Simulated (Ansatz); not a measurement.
`B[C](=C)[AlH][F]` + `N=C=O` → `BN=C=O` + `C=[CH][AlH][F]`  (ligand exchange at a B–C bond)

Calculated with Ansatz (gas phase, PBE0-D4/def2-TZVP geometries, no zero-point term in ΔE). CBS: MP2 limit from def2 TZ/QZ plus the TZ coupled-cluster correction, frozen cores. This one scheme is used for every species. DFT in def2-TZVPP. HSE06 is defined as in plane-wave codes. Each species was taken in one conformer, which may not be the lowest.

```tsv
level	ΔE (kJ/mol)
LDA (SPW92)	-98.2
r2SCAN-D4	-96.4
HSE06-D4	-94.3
ωB97M-V	-94.1
RPA@PBE/def2-TZVPP	-87.9
SCS-MP2/def2-TZVPP	-94.6
CCSD(T)/def2-TZVPP	-92.4
CCSD/CBS(def2)	-93.8
```

Q: What does CCSD(T)/CBS give? (Estimate.)

A: Computed: -91.8 kJ/mol. The listed levels differ from it by -6.4, -4.6, -2.5, -2.3, 3.9, -2.8, -0.6, -2.0 kJ/mol.

Q: What do rigid-rotor, harmonic-oscillator terms from PBE0-D4/def2-TZVP frequencies (298.15 K, 1 bar) make of the CCSD(T)/CBS value? (Best estimate.)

A: Computed: ΔZPE = +4.7 kJ/mol, ΔH = -88.0 kJ/mol, ΔS = -2 J/(mol·K), ΔG = -87.4 kJ/mol. Modes under 50 cm⁻¹ make the entropy rough.

Largest T1 diagnostic among the species: 0.018.

At CCSD(T), def2-SVP lies −12.8 kJ/mol from the extrapolated value and def2-TZVPP −0.6 kJ/mol. The D4 term adds +3.9 kJ/mol with B3LYP and +2.1 kJ/mol with PBE0; it sums over pairs of atoms, weighted by their polarisabilities, and B3LYP, whose exchange is more repulsive, gets the larger term. Leaving LDA and LC-ωPBE aside and taking each functional with its dispersion term where it has one, the values, not all of them listed here, spread over 9.0 kJ/mol, from CAM-B3LYP-D4 to revPBE-D4.

B3LYP here is the variant with VWN-RPA as its local correlation; programs differ in this.
